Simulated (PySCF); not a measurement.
C6H17OSi2, doublet, geometry from GFN2-xTB; CAMB3LYP/STO-3G run with PySCF.

The PySCF input:
```python
from pyscf import gto, scf, dft

mol = gto.M(
    atom='''
C    -2.114583   -1.654640   -1.313173
Si   -1.584545   -0.415574   -0.050360
C    -2.350446    1.307820   -0.366722
C    -2.026404   -0.957300    1.729282
O     0.040572   -0.301720   -0.154813
Si    1.548190    0.301900   -0.027504
C     1.687596    1.836988   -1.147200
C     2.725361   -1.079165   -0.600894
C     1.871430    0.771518    1.790932
H    -1.418157   -2.153874   -1.962496
H    -3.143184   -1.937039   -1.448968
H    -3.434401    1.262103   -0.370343
H    -2.049742    2.015303    0.400409
H    -2.031198    1.703721   -1.325501
H    -3.096407   -1.097727    1.841049
H    -1.539782   -1.893658    1.982644
H    -1.709595   -0.213027    2.453715
H     1.449985    1.591009   -2.177826
H     2.689032    2.255226   -1.131362
H     1.000589    2.616871   -0.832463
H     2.614531   -1.969254    0.010596
H     3.762350   -0.764547   -0.540890
H     2.526202   -1.363477   -1.629455
H     1.199256    1.558749    2.119775
H     2.887005    1.124416    1.939854
H     1.720179   -0.080923    2.446506
''',
    basis='sto-3g',
    charge=0,
    spin=1,
    verbose=4,
    symmetry=True,
)

mf = dft.UKS(mol)
mf.xc = 'camb3lyp'
mf.kernel()
mf.analyze()
```

Output, abridged:

```
PySCF version 2.14.0

[INPUT] verbose = 4
[INPUT] num. atoms = 26
[INPUT] num. electrons = 89
[INPUT] charge = 0
[INPUT] spin (= nelec alpha-beta = 2S) = 1
[INPUT] symmetry True subgroup None
[INPUT] Mole.unit = angstrom
[INPUT] Symbol           X                Y                Z      unit          X                Y                Z       unit  Magmom
[...]
nuclear repulsion = 662.530413516102
point group symmetry = C1
symmetry origin: [0. 0. 0.]
symmetry axis x: [1. 0. 0.]
symmetry axis y: [0. 1. 0.]
symmetry axis z: [0. 0. 1.]
num. orbitals of irrep A = 70
number of shells = 48
number of NR pGTOs = 210
number of NR cGTOs = 70
basis = sto-3g
ecp = {}

******** <class 'pyscf.dft.uks.UKS'> ********
method = UKS
initial guess = minao
damping factor = 0
level_shift factor = 0
DIIS = <class 'pyscf.scf.diis.CDIIS'>
diis_start_cycle = 1
diis_space = 8
diis_damp = 0
SCF conv_tol = 1e-09
SCF conv_tol_grad = None
SCF max_cycles = 50
direct_scf = True
direct_scf_tol = 1e-13
number electrons alpha = 45  beta = 44
XC library pyscf.dft.libxc version 7.1.2
    S. Lehtola, C. Steigemann, M. J. T. Oliveira, and M. A. L. Marques,  SoftwareX 7, 1–5 (2018)
XC functionals = camb3lyp
    T. Yanai, D. P. Tew, and N. C. Handy,  Chem. Phys. Lett. 393, 51 (2004)
radial grids:
    Treutler-Ahlrichs [JCP 102, 346 (1995); DOI:10.1063/1.469408] (M4) radial grids

becke partition: Becke, JCP 88, 2547 (1988); DOI:10.1063/1.454033
pruning grids: <function nwchem_prune>
grids dens level: 3
symmetrized grids: True
atomic radii adjust function: <function treutler_atomic_radii_adjust>
small_rho_cutoff = 0
Set gradient conv threshold to 3.16228e-05
tot grids = 303888
init E= -882.624180675649

cycle= 1 E= -882.179400365179  delta_E= 0.445  |g|= 0.473  |ddm|= 4.18
cycle= 2 E= -882.2184472649  delta_E= -0.039  |g|= 0.476  |ddm|= 1.34
cycle= 3 E= -882.342223441018  delta_E= -0.124  |g|= 0.0551  |ddm|= 0.677
cycle= 4 E= -882.344133857847  delta_E= -0.00191  |g|= 0.0148  |ddm|= 0.093
cycle= 5 E= -882.344325654343  delta_E= -0.000192  |g|= 0.00299  |ddm|= 0.0311
cycle= 6 E= -882.344335530953  delta_E= -9.88e-06  |g|= 0.00115  |ddm|= 0.0064
cycle= 7 E= -882.344337353466  delta_E= -1.82e-06  |g|= 0.000284  |ddm|= 0.0035
cycle= 8 E= -882.344337443453  delta_E= -9e-08  |g|= 7.81e-05  |ddm|= 0.000728
cycle= 9 E= -882.344337448927  delta_E= -5.47e-09  |g|= 2.1e-05  |ddm|= 0.000154
cycle= 10 E= -882.344337449394  delta_E= -4.67e-10  |g|= 6.06e-06  |ddm|= 4.62e-05
Extra cycle  E= -882.344337449444  delta_E= -5e-11  |g|= 3.1e-06  |ddm|= 1.52e-05
converged SCF energy = -882.344337449444  <S^2> = 0.75447104  2S+1 = 2.0044661
**** SCF Summaries ****
Total Energy =                        -882.344337449444311
Nuclear Repulsion Energy =             662.530413516101589
One-electron Energy =                -2536.156213699377076
Two-electron Energy =                  991.281462733831290
Two-electron Coulomb Energy =         1080.861210750872488
DFT Exchange-Correlation Energy =      -89.579748017041169
**** MO energy ****
                             alpha | beta                alpha | beta
[...]
To work with the spin densities directly, `use mulliken_meta_spin()` only printing them here.

 ** Mulliken spin pop alpha/beta on meta-lowdin orthogonal AOs **
 ** Mulliken Spin Density (per AO)  **
spin_pop of  0 C 1s       -0.00002
spin_pop of  0 C 2s        0.04989
spin_pop of  0 C 2px       0.03865
spin_pop of  0 C 2py       0.52715
spin_pop of  0 C 2pz       0.45375
spin_pop of  1 Si 1s       -0.00000
spin_pop of  1 Si 2s        0.00000
spin_pop of  1 Si 3s       -0.01110
spin_pop of  1 Si 2px      -0.00000
spin_pop of  1 Si 2py      -0.00001
spin_pop of  1 Si 2pz      -0.00001
spin_pop of  1 Si 3px      -0.00311
spin_pop of  1 Si 3py      -0.01468
spin_pop of  1 Si 3pz      -0.01500
spin_pop of  2 C 1s        0.00000
spin_pop of  2 C 2s        0.00436
spin_pop of  2 C 2px       0.00325
spin_pop of  2 C 2py       0.01329
spin_pop of  2 C 2pz       0.00090
spin_pop of  3 C 1s        0.00000
spin_pop of  3 C 2s        0.00438
spin_pop of  3 C 2px       0.00169
spin_pop of  3 C 2py       0.00151
spin_pop of  3 C 2pz       0.01447
spin_pop of  4 O 1s       -0.00000
spin_pop of  4 O 2s       -0.00044
spin_pop of  4 O 2px       0.00018
spin_pop of  4 O 2py       0.00109
spin_pop of  4 O 2pz       0.00046
spin_pop of  5 Si 1s       -0.00000
spin_pop of  5 Si 2s       -0.00000
spin_pop of  5 Si 3s       -0.00013
spin_pop of  5 Si 2px      -0.00000
spin_pop of  5 Si 2py      -0.00000
spin_pop of  5 Si 2pz      -0.00000
spin_pop of  5 Si 3px      -0.00053
spin_pop of  5 Si 3py      -0.00006
spin_pop of  5 Si 3pz      -0.00006
spin_pop of  6 C 1s        0.00000
spin_pop of  6 C 2s        0.00003
spin_pop of  6 C 2px       0.00001
spin_pop of  6 C 2py       0.00011
spin_pop of  6 C 2pz       0.00006
spin_pop of  7 C 1s        0.00000
spin_pop of  7 C 2s        0.00001
spin_pop of  7 C 2px       0.00003
spin_pop of  7 C 2py       0.00003
spin_pop of  7 C 2pz       0.00001
spin_pop of  8 C 1s       -0.00000
spin_pop of  8 C 2s       -0.00005
spin_pop of  8 C 2px      -0.00001
spin_pop of  8 C 2py      -0.00002
spin_pop of  8 C 2pz      -0.00014
spin_pop of  9 H 1s       -0.03347
spin_pop of  10 H 1s       -0.03324
spin_pop of  11 H 1s       -0.00065
spin_pop of  12 H 1s       -0.00011
spin_pop of  13 H 1s       -0.00083
spin_pop of  14 H 1s       -0.00064
spin_pop of  15 H 1s       -0.00084
spin_pop of  16 H 1s       -0.00013
spin_pop of  17 H 1s       -0.00001
spin_pop of  18 H 1s       -0.00001
spin_pop of  19 H 1s       -0.00001
spin_pop of  20 H 1s       -0.00001
spin_pop of  21 H 1s       -0.00000
spin_pop of  22 H 1s       -0.00000
spin_pop of  23 H 1s        0.00001
spin_pop of  24 H 1s       -0.00002
spin_pop of  25 H 1s        0.00001
 ** Mulliken Spin Density (per atom)  **
spin density of  0 C =      1.06941
spin density of  1 Si =     -0.04390
spin density of  2 C =      0.02180
spin density of  3 C =      0.02205
spin density of  4 O =      0.00129
spin density of  5 Si =     -0.00078
spin density of  6 C =      0.00021
spin density of  7 C =      0.00008
spin density of  8 C =     -0.00022
spin density of  9 H =     -0.03347
spin density of  10 H =     -0.03324
spin density of  11 H =     -0.00065
spin density of  12 H =     -0.00011
spin density of  13 H =     -0.00083
spin density of  14 H =     -0.00064
spin density of  15 H =     -0.00084
spin density of  16 H =     -0.00013
spin density of  17 H =     -0.00001
spin density of  18 H =     -0.00001
spin density of  19 H =     -0.00001
spin density of  20 H =     -0.00001
spin density of  21 H =     -0.00000
spin density of  22 H =     -0.00000
spin density of  23 H =      0.00001
spin density of  24 H =     -0.00002
spin density of  25 H =      0.00001
 ** Mulliken pop alpha/beta on meta-lowdin orthogonal AOs **
 ** Mulliken pop       alpha | beta **
In total            45.00000 | 44.00000
 ** Mulliken atomic charges   ( Nelec_alpha | Nelec_beta ) **
charge of  0C =     -0.25831  (     3.66386      2.59445 )
charge of  1Si =      0.77784  (     6.58913      6.63303 )
charge of  2C =     -0.31658  (     3.16919      3.14739 )
charge of  3C =     -0.31520  (     3.16862      3.14658 )
charge of  4O =     -0.44804  (     4.22466      4.22338 )
charge of  5Si =      0.78375  (     6.60774      6.60852 )
charge of  6C =     -0.31753  (     3.15887      3.15866 )
charge of  7C =     -0.31446  (     3.15727      3.15719 )
charge of  8C =     -0.31785  (     3.15882      3.15904 )
charge of  9H =      0.04095  (     0.46279      0.49626 )
charge of  10H =      0.03692  (     0.46492      0.49816 )
charge of  11H =      0.04360  (     0.47788      0.47852 )
charge of  12H =      0.04187  (     0.47901      0.47912 )
charge of  13H =      0.04317  (     0.47800      0.47883 )
charge of  14H =      0.04305  (     0.47816      0.47879 )
charge of  15H =      0.04348  (     0.47784      0.47868 )
charge of  16H =      0.04294  (     0.47847      0.47860 )
charge of  17H =      0.04333  (     0.47833      0.47834 )
charge of  18H =      0.04357  (     0.47821      0.47822 )
charge of  19H =      0.04272  (     0.47864      0.47865 )
charge of  20H =      0.04447  (     0.47776      0.47777 )
charge of  21H =      0.04300  (     0.47850      0.47850 )
charge of  22H =      0.04441  (     0.47780      0.47780 )
charge of  23H =      0.04164  (     0.47918      0.47917 )
charge of  24H =      0.04359  (     0.47819      0.47822 )
charge of  25H =      0.04367  (     0.47817      0.47816 )
Dipole moment(X, Y, Z, Debye): -0.07788,  0.17345,  0.03378
```
